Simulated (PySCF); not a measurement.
# Cost against result

Saddle point of GeH$_{5}$O$_{2}$F, singlet (GeH₃F ([F][GeH3]) + H₂O₂ ([OH][OH]) → GeH₄O₂ ([OH][O][GeH3]) + HF; bonds formed: Ge1–O7, F2–H6; bonds broken: Ge1–F2, H6–O7), PBE0-D4/def2-TZVP structure:

```csv
atom,x (Å),y (Å),z (Å)
Ge1,-0.8876,-0.5689,0.2005
F2,0.8564,-1.1261,1.1755
H3,-0.7310,-1.8935,-0.5490
H4,-1.5789,-0.5517,1.5634
H5,-1.6542,0.3922,-0.7504
H6,1.1617,-0.0020,0.6291
O7,0.6323,0.8193,0.1533
O8,1.1085,0.9841,-1.1737
H9,1.0926,1.9466,-1.2489
```

Barriers are electronic and count from the start structure reached by relaxing down the imaginary mode.

PySCF 2.14 with density fitting (its default auxiliary sets; JK sets also for MP2 and CCSD(T)); basis: as named in each row; cores frozen in the correlated methods. Filled d shells of the heavier atoms are correlated. The def2 sets are not built for correlating such inner shells, so the correlated values are less sure here. B3LYP uses VWN-RPA correlation. Extrapolation: Hartree–Fock as exp(−7.88 √X), correlation as X^−2.97.

Times are rough, for one single point on 4 threads of a shared host (Arm Neoverse V2).

The estimate by CCSD(T) at an estimated basis limit (MP2 extrapolated from triple and quadruple zeta, plus CCSD(T) − MP2 in triple zeta) is 29.55 kcal/mol.

```
   method       basis  time (s)  barrier (kcal/mol)  method less estimate
       HF      STO-3G   under 1               41.26                 11.72
 B3LYP-D4       6-31G         4               22.06                 -7.48
  PBE0-D4    def2-SVP         5               24.69                 -4.86
   PBE-D4    def2-SVP         6               20.17                 -9.38
      MP2  def2-QZVPP         9               28.37                 -1.17
    SPW92  def2-TZVPP        10               15.94                -13.61
  PBE0-D4  def2-TZVPP        13               26.34                 -3.21
 B3LYP-D4  def2-TZVPP        13               27.87                 -1.68
 BHLYP-D4  def2-TZVPP        13               32.01                  2.47
   PBE-D4  def2-TZVPP        14               22.31                 -7.23
r2SCAN-D4  def2-TZVPP        31               24.99                 -4.56
  CCSD(T)    def2-SVP        58               30.30                  0.76
  wB97M-V  def2-TZVPP       160               27.74                 -1.81
  CCSD(T)  def2-TZVPP      1000               29.21                 -0.33
```

All methods are single points on the PBE0-D4 structures.

The T1 diagnostic stays at or below 0.014.

Labels in which every atom is bracketed show which atoms are joined, not bond orders.
